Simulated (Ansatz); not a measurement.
Two isomers of CH6GeOSi: A = `O=[CH][GeH2][SiH3]`, B = `[GeH3][SiH]1CO1`.

Computed with Ansatz on PBE0-D4/def2-TZVP structures; ΔE is electronic, products minus reactants. CBS: MP2 limit from def2 TZ/QZ plus the TZ coupled-cluster correction, frozen cores. DFT in def2-TZVPP. B3LYP here is the variant with VWN-RPA as its local correlation; programs differ in this. For Ge outer-core shells are correlated without core-valence functions, which leaves a few kJ/mol of doubt a bond. Scalar relativity is left out up to krypton. One conformer a species, not always the lowest.

(1) Which isomer does CCSD(T)/CBS put lower? Give the gap. (Estimate.)

(2) Give E(B) − E(A) in kJ/mol with PBE0-D4, B2PLYP, HF/def2-TZVPP, CCSD/def2-TZVPP, B3LYP, MP2/def2-TZVPP, r2SCAN-D4. (Estimate.)

Largest T1 diagnostic: 0.015.

Results:

(1) Computed: B, by 33.4 kJ/mol.

(2) Ansatz gave: PBE0-D4 -35.5, B2PLYP -25.2, HF/def2-TZVPP -3.3, CCSD/def2-TZVPP -25.3, B3LYP -20.0, MP2/def2-TZVPP -37.3, r2SCAN-D4 -36.5. None reverses the order clearly.

From PBE to PBE0 (25 % exact exchange), in def2-TZVPP and without D4, E(B) − E(A) moves by −5.7 kJ/mol. In def2-TZVPP, CCSD(T) changes the Hartree–Fock value by −22.9 kJ/mol (the triples alone add −1.0 kJ/mol) and MP2 by −33.9 kJ/mol.
